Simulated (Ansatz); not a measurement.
A nudged elastic band was laid between two geometries of CH9BGeOSi (14 atoms, charge 0, multiplicity 1).

Theory: RKS BHLYP-D4/def2-SVP in Ansatz 0.2.0.

```
movable images  : 5
climbing image  : from the first iteration
spring          : 5.0 eV/Å²
optimiser       : lbfgs
start path      : IDPP
force threshold : 0.05 eV/Å
iteration limit : 60
end points      : relaxed
```

First end point:

```xyz
14
Properties=species:S:1:pos:R:3
B -0.689 2.049 1.598
O -0.432 1.326 0.501
Si -1.220 0.134 -0.372
C -0.111 -1.355 -0.426
Ge 1.784 -0.950 -0.753
H -1.720 1.887 2.204
H 0.127 2.851 1.962
H -2.521 -0.150 0.276
H -1.444 0.668 -1.732
H -0.460 -2.029 -1.216
H -0.178 -1.906 0.518
H 1.916 0.023 -1.929
H 2.411 -0.328 0.496
H 2.525 -2.247 -1.096
```

Last end point:

```xyz
14
Properties=species:S:1:pos:R:3
B -0.330 1.144 2.413
O -0.234 0.990 1.088
Si -1.211 0.393 -0.134
C -0.303 -1.003 -0.956
Ge 1.599 -0.646 -1.300
H -1.330 0.800 2.994
H 0.597 1.628 3.005
H -2.501 -0.035 0.454
H -1.439 1.500 -1.086
H -0.788 -1.227 -1.912
H -0.371 -1.907 -0.342
H 2.151 -1.717 -2.248
H 1.761 0.730 -1.956
H 2.386 -0.681 0.010
```

**Question.** Which bonds break or form, and what moves?

**Answer.** No bond is made or broken. The dihedral Si3–C4–Ge5–H13 goes from 73 to -48°. The two ends are copies of one structure, up to a mirror image or an exchange of like atoms.

**Question.** What energy profile does the band end with?

**Answer.** It converged. The highest image is number 3 of 0 to 6, 0.047 eV above the ends, which have the same energy within 2 meV. Another band between the same ends (5 images) ends at a top of the same energy, where a vibrational analysis finds 1 clearly imaginary mode.

| image | path coordinate (Å) | energy (eV) | dihedral Si3–C4–Ge5–H13 (°) |
| --- | --- | --- | --- |
| 0 | 0.00 | 0.000 | 73 |
| 1 | 0.99 | 0.011 | 59 |
| 2 | 1.98 | 0.031 | 38 |
| 3 | 2.97 | 0.047 | 13 |
| 4 | 3.77 | 0.038 | -9 |
| 5 | 4.58 | 0.011 | -31 |
| 6 | 5.38 | 0.000 | -48 |

**Question.** What is the geometry of the highest image?

**Answer.** 
```xyz
14
Properties=species:S:1:pos:R:3
B -0.600 1.306 2.376
O -0.332 1.059 1.089
Si -1.136 0.407 -0.224
C -0.185 -1.084 -0.788
Ge 1.687 -0.739 -1.292
H -1.675 1.017 2.840
H 0.253 1.813 3.053
H -2.518 0.064 0.186
H -1.173 1.447 -1.275
H -0.694 -1.532 -1.648
H -0.198 -1.830 0.013
H 1.826 -0.824 -2.816
H 2.131 0.653 -0.835
H 2.598 -1.788 -0.647
```

The band took 33 iterations and roughly 19 core-minutes.

Run time: 9.7 min on 2 threads of Intel(R) Xeon(R) Platinum 8488C (Sapphire Rapids) (shared host), peak memory 0.41 GiB.
